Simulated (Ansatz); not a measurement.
Calculated with Ansatz (gas phase, PBE0-D4/def2-TZVP geometries, no zero-point term in ΔE). CBS: MP2 limit from def2 TZ/QZ plus the TZ coupled-cluster correction, frozen cores. Functionals use def2-TZVPP. For Ge outer-core shells are correlated without core-valence functions, which leaves a few kJ/mol of doubt a bond. Scalar relativity is left out up to krypton. One conformer a species, not always the lowest.

`[AlH2][O]C[SiH3]` + `[OH][GeH]([OH])[GeH3]` → `[OH][Ge]([OH])([SiH3])[GeH3]` + `C[O][AlH2]`  (formal exchange of groups at the Si–C bond)

CCSD(T)/CBS gives -8.2 kcal/mol.

Question: Another level gave -9.7 kcal/mol. Which?
A. HF/def2-TZVPP
B. ωB97M-V/def2-TZVPP
C. PBE/def2-TZVPP
D. r2SCAN/def2-TZVPP

Answer: C. PBE -9.7, r2SCAN -8.7, ωB97M-V -7.1, HF/def2-TZVPP -6.0 kcal/mol.

Largest T1 diagnostic among the species: 0.013.

In def2-TZVPP, CCSD(T) changes the Hartree–Fock value by −2.0 kcal/mol (the triples alone add −0.3 kcal/mol) and MP2 by −1.7 kcal/mol.
